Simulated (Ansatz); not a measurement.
Computed with Ansatz on PBE0-D4/def2-TZVP structures; ΔE is electronic, products minus reactants. CCSD(T)/CBS adds triple-zeta CCSD(T) − MP2 to the extrapolated MP2 energy (def2 sets, frozen cores). This one scheme is used for every species. Functionals use def2-TZVPP. For Se outer-core shells are correlated without core-valence functions, which leaves a few kJ/mol of doubt a bond. Scalar relativity is left out up to krypton. One conformer a species, not always the lowest.

Consider the silylene loss: `C[Se]B[SiH3]` → `B[Se]C` + `[SiH2]`.

```
       species  PBE-QIDH energy (Eh)
`C[Se]B[SiH3]`           -2757.33722
      `B[Se]C`           -2466.84554
      `[SiH2]`            -290.39789
```

(1) Work out ΔE.

Largest T1 diagnostic among the species: 0.014.

Results:

(1) ΔE = (-2466.84554) + (-290.39789) − (-2757.33722) = 0.09379 Eh = +246.2 kJ/mol. CCSD(T)/CBS gives +229.4 kJ/mol.

In def2-TZVPP, CCSD(T) changes the Hartree–Fock value by +23.4 kJ/mol (the triples alone add +6.2 kJ/mol) and MP2 by +38.7 kJ/mol. The D4 term adds +12.4 kJ/mol with B3LYP and +6.7 kJ/mol with PBE0; it sums over pairs of atoms, weighted by their polarisabilities, and B3LYP, whose exchange is more repulsive, gets the larger term.

B3LYP here is the variant with VWN-RPA as its local correlation; programs differ in this.
